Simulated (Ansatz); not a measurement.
Reaction (isomerisation): `SC[SiH]1CN1` → `[SiH3]C1NCS1`

Isolated molecules relaxed with PBE0-D4/def2-TZVP in Ansatz; ΔE leaves out vibrations. CCSD(T)/CBS is the MP2 limit (def2-TZVPP, def2-QZVPP) plus CCSD(T) − MP2 in def2-TZVPP, frozen cores. DFT in def2-TZVPP. B3LYP here is the variant with VWN-RPA as its local correlation; programs differ in this. One conformer a species, not always the lowest.

`SC[SiH]1CN1`:

Cartesian coordinates in Å:
```
S -1.297 -0.291 -2.323
C -0.320 0.891 -1.348
Si 0.658 -0.088 -0.104
C 0.590 0.140 1.711
N -0.298 -0.894 1.075
H -1.858 -0.913 -1.271
H 0.344 1.391 -2.057
H -0.961 1.646 -0.890
H 1.839 -0.754 -0.698
H 1.423 -0.230 2.307
H 0.047 0.944 2.203
H -0.168 -1.841 1.395
```

`[SiH3]C1NCS1`:

Cartesian coordinates in Å:
```
Si 1.085 1.019 -0.984
C 0.586 -0.010 0.520
N -0.199 -1.203 0.135
C -1.514 -0.646 0.464
S -0.832 0.765 1.424
H -0.114 1.224 -1.833
H 1.609 2.332 -0.524
H 2.141 0.318 -1.766
H 1.433 -0.233 1.172
H 0.010 -1.956 0.779
H -2.043 -0.300 -0.426
H -2.160 -1.310 1.038
```

| level | ΔE (kcal/mol) | difference from CCSD(T)/CBS |
| --- | --- | --- |
| B3LYP-D4 | 17.1 | 0.3 |
| ωB97X-V | 15.6 | -1.2 |
| B2PLYP | 17.8 | 1.0 |
| PBE | 18.2 | 1.4 |
| HF/def2-TZVPP | 14.4 | -2.4 |
| MP2/def2-TZVPP | 17.4 | 0.6 |
| SCS-MP2/def2-TZVPP | 15.6 | -1.2 |
| CCSD/def2-TZVPP | 16.1 | -0.7 |
| HF/def2-QZVPP | 14.7 | -2.1 |
| MP2/def2-QZVPP | 18.0 | 1.2 |
| CCSD(T)/CBS | 16.8 | 0 |

Largest T1 diagnostic among the species: 0.012.

The D4 term adds −1.0 kcal/mol with B3LYP and −0.5 kcal/mol with PBE0; it sums over pairs of atoms, weighted by their polarisabilities, and B3LYP, whose exchange is more repulsive, gets the larger term. In def2-TZVPP, CCSD(T) changes the Hartree–Fock value by +1.5 kcal/mol (the triples alone add −0.1 kcal/mol) and MP2 by +2.9 kcal/mol.
